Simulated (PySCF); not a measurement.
SMILES Cl[SiH2]CC[SiH](Cl)Cl (B3LYP/def2-SVP optimised geometry):

```
14

Si    -2.551    -2.031     3.030
Cl    -1.783    -3.970     2.916
C     -1.910    -1.020     1.572
C     -0.373    -0.927     1.477
Si     0.250     0.050     0.000
Cl    -0.441    -0.832    -1.751
Cl     2.325     0.050     0.000
H     -4.036    -2.115     2.996
H     -2.104    -1.442     4.322
H     -2.325    -1.460     0.649
H     -2.364    -0.015     1.660
H      0.055    -0.452     2.379
H      0.074    -1.934     1.423
H     -0.209     1.460     0.000
```

Calculation: B3LYP/def2-TZVP (PySCF 2.14.0).

### Question
What are the frontier orbital energies and the dipole moment?

### Answer
HOMO-2 -8.89 eV, HOMO-1 -8.76 eV, HOMO -8.17 eV, LUMO -0.17 eV, LUMO+1 -0.13 eV; dipole moment 2.44 D.

Meta-Löwdin charges at B3LYP/def2-TZVP: Si1 0.72, Cl2 -0.31, C3 -0.43, C4 -0.44, Si5 0.88, Cl6 -0.30, Cl7 -0.29, H8 -0.10, H9 -0.11, H10 0.12, H11 0.12, H12 0.12, H13 0.13, H14 -0.10.
